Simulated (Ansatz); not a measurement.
Start from `CB(C)F` and change one atom or group to get `CB(C)[SeH]`.

Ansatz, PBE0-D4/def2-TZVP geometries, multiplicity 1. Each molecule was computed in one conformer, which needn't be the lowest.

Scalar relativity is left out up to krypton.

```
                                                                                  property  `CB(C)F`
                                                       LUMO energy (B3LYP/def2-TZVPP) / eV     -0.14
ideal-gas entropy at 298 K and 1 bar (rigid rotor, harmonic PBE0-D4/def2-TZVP) / J/(mol·K)       312
                                                       HOMO–LUMO gap (PBE/def2-TZVPP) / eV      6.23
                                                   HOMO–LUMO gap (ωB97M-V/def2-TZVPP) / eV     13.01
                                                       HOMO energy (B3LYP/def2-TZVPP) / eV     -8.49
                                                      HOMO–LUMO gap (PBE0/def2-TZVPP) / eV      8.82
```

Give the same properties after the change, and the shifts. (Estimate.)

The calculation gave: 
```
                                                                                  property  `CB(C)[SeH]`  shift
                                                       LUMO energy (B3LYP/def2-TZVPP) / eV         -0.70  -0.56
ideal-gas entropy at 298 K and 1 bar (rigid rotor, harmonic PBE0-D4/def2-TZVP) / J/(mol·K)           342     30
                                                       HOMO–LUMO gap (PBE/def2-TZVPP) / eV          4.77  -1.46
                                                   HOMO–LUMO gap (ωB97M-V/def2-TZVPP) / eV         10.92  -2.09
                                                       HOMO energy (B3LYP/def2-TZVPP) / eV         -7.08   1.41
                                                      HOMO–LUMO gap (PBE0/def2-TZVPP) / eV          6.79  -2.03
```

With PBE0 the HOMO rises by 1.38 eV and the LUMO falls by 0.64 eV, so the gap narrows by about 2.02 eV. PBE moves the HOMO by 0.94 eV and ωB97M-V by 1.57 eV. The zero-point energy changes by 16.5 kJ/mol with +3 modes. Modes under 60 cm⁻¹, often nearly free rotors, make the harmonic entropy too high.

B3LYP here is the variant with VWN-RPA as its local correlation; programs differ in this.

Spin–orbit coupling is left out; it splits and shifts lone-pair levels of the heavy atoms by tenths of an eV.
